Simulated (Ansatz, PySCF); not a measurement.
Reaction (SMILES): C[Si](C)(C)Br [bromo(trimethyl)silane] + 4 [H][H] (H2) -> Br (HBr) + 3 C (CH4) + [SiH4] (SiH4)
Geometries: B3LYP-D3(BJ)/def2-TZVP minima from Ansatz (an electronic-structure program).

Property: energy of full hydrogenation (enthalpy at 298 K, with B3LYP-D3(BJ) rigid-rotor harmonic-oscillator terms from PySCF), in kcal/mol. Correlated levels leave the core frozen unless marked. No spin-orbit coupling. The frozen core is the preceding noble-gas configuration, with the filled d and f shells of earlier blocks. No relativistic terms. CBS(X,Y): correlation extrapolated as X^-3; Hartree-Fock from the larger set.

CCSD(T)/CBS(def2-TZVPPD,def2-QZVPPD) (Ansatz) gives 13.9 kcal/mol.

### Question
Another calculation gave 14.1 kcal/mol. Which level was it?
(A) SVWN5/def2-TZVPD (Ansatz)
(B) B2GP-PLYP/def2-TZVPD (Ansatz)
(C) revPBE/def2-TZVPD (Ansatz)
(D) CAM-B3LYP/def2-TZVPD (Ansatz)

### Answer
A, SVWN5/def2-TZVPD (Ansatz). The others give 10.0 (B2GP-PLYP), 7.2 (revPBE), 2.9 (CAM-B3LYP) kcal/mol.
